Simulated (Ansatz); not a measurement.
Ge2H6O2 can be A, `[OH][GeH]([OH])[GeH3]`, or B, `[OH][GeH2][GeH2][OH]`.

Program: Ansatz. Geometries: PBE0-D4/def2-TZVP. ΔE: electronic, gas phase. CBS: MP2 limit from def2 TZ/QZ plus the TZ coupled-cluster correction, frozen cores. Functionals use def2-TZVPP. B3LYP here is the variant with VWN-RPA as its local correlation; programs differ in this. For Ge outer-core shells are correlated without core-valence functions, which leaves a few kJ/mol of doubt a bond. Scalar relativity is left out up to krypton. One conformer a species, not always the lowest.

A:

```xyz
10

O     1.9135   -0.2829    0.5255
Ge    0.1329   -0.4148    0.5619
O    -0.2934   -1.9889   -0.1461
Ge   -0.8495    1.2295   -0.9146
H     2.2940   -0.2183    1.4039
H    -0.2890   -0.3695    2.0531
H     0.2591   -2.7012    0.1859
H    -2.3653    1.0062   -1.0096
H    -0.5848    2.6354   -0.3542
H    -0.2174    1.1044   -2.3057
```

B:

```xyz
10

O    -1.332    1.891   -0.896
Ge   -0.241    0.488   -1.114
Ge    0.595   -0.260    1.056
O     1.377   -1.862    0.889
H    -2.144    1.659   -0.440
H     0.863    1.020   -2.037
H    -1.010   -0.658   -1.815
H     1.708    0.636    1.616
H    -0.567   -0.358    2.073
H     0.751   -2.555    0.668
```

Which isomer does CCSD(T)/CBS put lower? Give the gap. (Estimate.)

Ansatz gave: A, by 28.7 kJ/mol.

Give E(B) − E(A) in kJ/mol with B3LYP, HF/def2-TZVPP, MP2/def2-TZVPP, B3LYP-D4, B2PLYP, ωB97M-V, CCSD/def2-TZVPP. (Estimate.)

The calculation gave: B3LYP 24.3, HF/def2-TZVPP 25.9, MP2/def2-TZVPP 28.9, B3LYP-D4 25.4, B2PLYP 26.2, ωB97M-V 27.7, CCSD/def2-TZVPP 28.2. None reverses the order clearly.

Largest T1 diagnostic: 0.012.
